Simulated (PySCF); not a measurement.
CH6GeSe, SMILES C[Se][GeH3], singlet, B3LYP/def2-SVP optimised geometry.

```
9

Se     0.11     1.15     0.00
C     -1.85     0.86     0.00
H     -2.31     1.86     0.00
H     -2.17     0.31     0.90
H     -2.17     0.32    -0.90
Ge     0.77    -1.13     0.00
H      2.31    -1.13     0.00
H      0.23    -1.86     1.26
H      0.23    -1.86    -1.26
```

Density from B3LYP/def2-TZVP in PySCF at that geometry.

Minimum of the electron density along straight lines between bonded atoms, close to the bond critical point (lines longer than 1.1 times the sum of covalent radii, or with two minima, are not listed):

```tsv
bond	length / Å	ρ at the minimum / e bohr⁻³	∇²ρ there / e bohr⁻⁵	position (fraction from the first atom)
Se1–C2	1.978	0.140	-0.13	0.52
C2–H3	1.098	0.276	-0.94	0.65
C2–H4	1.098	0.277	-0.94	0.65
C2–H5	1.098	0.277	-0.94	0.65
Se1–Ge6	2.373	0.091	-0.03	0.56
Ge6–H7	1.540	0.133	0.06	0.59
Ge6–H8	1.545	0.131	0.05	0.59
Ge6–H9	1.545	0.131	0.05	0.59
```
